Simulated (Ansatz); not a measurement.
Calculated with Ansatz (gas phase, PBE0-D4/def2-TZVP geometries, no zero-point term in ΔE). CCSD(T)/CBS adds triple-zeta CCSD(T) − MP2 to the extrapolated MP2 energy (def2 sets, frozen cores). Functionals use def2-TZVPP. B3LYP here is the variant with VWN-RPA as its local correlation; programs differ in this. HSE06 is defined as in plane-wave codes. For Ge outer-core shells are correlated without core-valence functions, which leaves a few kJ/mol of doubt a bond. Scalar relativity is left out up to krypton. Each species was taken in one conformer, which may not be the lowest.

Consider the redistribution: `O[SiH](F)[SiH2]F` + `[OH][GeH2][SiH2][SiH3]` → `O[Si@H](F)[Si@H](O)F` + `[SiH3][SiH2][GeH3]`.

Is it downhill or uphill in electronic energy at CCSD(T)/CBS, and by how much? (Estimate.)

Ansatz gave: Downhill: ΔE = -93.1 kJ/mol.

What do these levels give: revPBE-D4, B97M-V, B3LYP-D4, HSE06-D4, PBE0, CCSD(T)/def2-SVP? (Best estimate.)

Computed: revPBE-D4 -86.7, B97M-V -93.6, B3LYP-D4 -91.4, HSE06-D4 -91.8, PBE0 -91.8, CCSD(T)/def2-SVP -82.7 kJ/mol.

What do rigid-rotor, harmonic-oscillator terms from PBE0-D4/def2-TZVP frequencies (298.15 K, 1 bar) make of the CCSD(T)/CBS value? (Best estimate.)

Ansatz gave: ΔZPE = +0.4 kJ/mol, ΔH = -93.0 kJ/mol, ΔS = -12 J/(mol·K), ΔG = -89.5 kJ/mol. Modes under 50 cm⁻¹ make the entropy rough.

Largest T1 diagnostic among the species: 0.013.

Leaving LDA and LC-ωPBE aside and taking each functional with its dispersion term where it has one, the values, not all of them listed here, spread over 9.9 kJ/mol, from r2SCAN0-D4 to revPBE-D4. LDA lies −11.4 kJ/mol from PBE without D4. From BLYP to BHLYP (50 % exact exchange), in def2-TZVPP and without D4, ΔE moves by −7.1 kJ/mol. At CCSD(T), def2-SVP lies +10.4 kJ/mol from the extrapolated value and def2-TZVPP +2.2 kJ/mol.
